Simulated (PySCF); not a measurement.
Dipole moment and polarisability of `C[C@@H](F)[C@H]1O[C@@H]1C`

C₅H₉FO.
Geometry (GFN2-xTB, Å), atoms numbered from 1 in this order:
```xyz
16
C5H9FO angstrom
C     -2.484   -0.350    0.006
C     -1.256    0.528   -0.174
F     -1.381    1.659    0.619
C      0.016   -0.190    0.228
O      0.599   -1.024   -0.731
C      1.314    0.130   -0.379
C      2.601   -0.033    0.385
H     -2.370   -1.246   -0.597
H     -3.377    0.185   -0.304
H     -2.588   -0.632    1.051
H     -1.175    0.889   -1.207
H      0.004   -0.584    1.242
H      1.331    0.896   -1.152
H      2.826    0.885    0.923
H      2.516   -0.853    1.095
H      3.417   -0.251   -0.299
```

Level: PBE0/def2-SVPD (PySCF), static field, nuclei fixed, core orbitals frozen in the response. The polarisability tensor in these axes (au):

```
x   77.59  0.91 -0.63
y    0.91 57.60 -0.15
z   -0.63 -0.15 57.18
```

Task: Diagonalise the tensor; give its mean and Δα, where Δα² is half the sum of the squared differences of the eigenvalues.

Result: Principal values 57.12, 57.59 and 77.65 au; mean 64.12 au = 9.50 Å³ = 10.57 × 10⁻⁴⁰ C²·m²/J; Δα = 20.30 au (32 % of the mean).

Task: What is the dipole moment, and where does it point?

Result: (0.46, -0.10, 0.03) D, 0.47 D in size, pointing from the negative to the positive side. Measured along this direction, the outermost atoms are H9 at the negative end and H16 at the positive end.

Task: What would n − 1 = 2πNα be for an ideal gas of these molecules at 298.15 K and 1 atm, electronic part alone?

Result: N = p/kT = 2.4615 × 10¹⁹ cm⁻³, so n − 1 = 2π × N × 9.50 × 10⁻²⁴ cm³ = 1470 × 10⁻⁶ at long wavelengths.

Task: Rayleigh depolarisation ratio (linearly polarised light, static tensor)?

Result: ρ = 3Δα²/(45ᾱ² + 4Δα²) = 1235.7/(185022 + 1647.6) = 0.00662.

Task: What molar refraction does this α imply?

Result: Lorentz–Lorenz: R = (4π/3)N_A α = 2.5225 cm³/(mol·Å³) × 9.50 Å³ = 24.0 cm³/mol, in the limit of long wavelengths.

Geometry: GFN2-xTB, one conformer, isolated molecule.

The run behind these numbers computed excited states as well. Hardware: Arm Neoverse N1, one thread, on a shared host. Cost: 54 s of wall time.
